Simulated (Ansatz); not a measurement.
Z-matrix (Å, degrees):
```
C
Ga 1 2.074
Si 1 1.832 2 112.5
H 1 1.096 2 106.1 3 -122.6
H 1 1.096 2 106.2 3 122.6
F 3 1.623 1 107.6 2 -0.4
H 3 1.486 1 113.8 2 115.8
H 3 1.486 1 113.9 2 -116.7
```

The species carries charge 0 and has multiplicity 1. The bonds changed during the relaxation, so this is another structure than the one it started from.

(1) List the ωB97M-V/def2-TZVPP orbital energies in eV (Ansatz). (An estimate is asked.)

## Answers

(1) Computed: Occupied: -10153.39, -1807.44, -1256.85, -1110.99, -1110.99, -1110.91, -677.02, -280.60, -154.15, -148.40, -106.56, -106.55, -106.29, -102.57, -102.50, -102.48, -35.52, -25.66, -25.66, -25.48, -25.45, -25.45, -21.79, -17.68, -15.16, -15.04, -14.51, -13.86, -12.81, -11.53, -11.38, -8.06. Lowest empty: 0.15, 0.32, 2.22, 2.37, 3.48, 3.63, 4.06, 4.43.
